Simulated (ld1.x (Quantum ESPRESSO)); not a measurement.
PBE ultrasoft dataset for phosphorus, scalar-relativistic all-electron reference.

* Element: phosphorus (P)
* Generator: ld1.x (Quantum ESPRESSO) 7.5
* Type: ultrasoft
* Functional: PBE
* Relativity: scalar-relativistic
* Frozen core: [Ne]
* Valence charge: 5
* Reference configuration: 3s1.75 3p3.25
* Partial waves: 3s (bound): rcut 1.45, rcutus 1.70 bohr; 3s channel at 2.95 Ry: rcut 1.45, rcutus 1.70 bohr; 3p (bound): rcut 1.15, rcutus 1.55 bohr; 3p channel at 0.35 Ry: rcut 1.15, rcutus 1.55 bohr; 3d channel at 0.15 Ry: rcut 1.35, rcutus 1.50 bohr; 3d channel at 2.35 Ry: rcut 1.35, rcutus 1.50 bohr
* Local potential: all-electron potential smoothed inside 1.50 bohr (lloc = -1)
* Core correction: Bessel-smoothed model core inside 1.15 bohr
* Augmentation charge: built from norm-conserving waves at rcut, not smoothed further

* Cutoffs needed: 10 Ry and 15 Ry (the cutoffs (Ry, on a coarse ladder) from which the occupation-weighted sum of valence levels, in a spherical-Bessel basis at the reference potential, stays within 10 and 1 mRy of its value at 400 Ry)
* Ghost test: no extra level below or beside the all-electron valence levels (s, p, d, f tested) (spherical-Bessel basis up to 400 Ry, 20 bohr box)
* Largest excitation error: +71 meV (all-electron minus pseudo) for 3s1 3p0, out of 7 test configurations
* Lowest eigenvalue of the overlap operator: 0.46 (s channel)
